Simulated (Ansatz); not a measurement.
```xyz
10

C    -0.372   -0.897    1.407
O    -0.663    0.400    0.911
Ge   -0.184    0.860   -0.698
F    -0.973   -0.126   -1.870
F    -0.848    2.423   -0.903
Se    2.101    0.768   -1.078
H    -0.981   -1.657    0.910
H    -0.611   -0.893    2.471
H     0.686   -1.154    1.287
H     1.846    0.275   -2.438
```

The species carries charge 0 and has multiplicity 1.

Problem. List the PBE/def2-TZVPP orbital energies in eV (the Gaussian-basis code of Ansatz). (Estimate.)

Solution. Ansatz gave: Occupied: -12303.14, -10806.43, -1563.13, -1403.91, -1403.89, -1403.82, -1339.60, -1193.04, -1193.03, -1193.02, -659.82, -659.80, -511.04, -270.53, -206.11, -164.41, -151.45, -151.38, -151.16, -115.88, -115.86, -115.82, -54.57, -54.56, -54.38, -54.33, -54.29, -32.21, -32.01, -31.73, -31.63, -31.62, -29.15, -28.42, -25.55, -18.42, -17.28, -14.07, -12.07, -11.69, -11.47, -10.97, -10.63, -10.24, -9.96, -9.65, -9.50, -8.83, -7.85, -7.23, -6.76. Lowest empty: -2.16, -1.35, 0.07, 0.38, 0.89, 1.11, 2.19, 2.30.
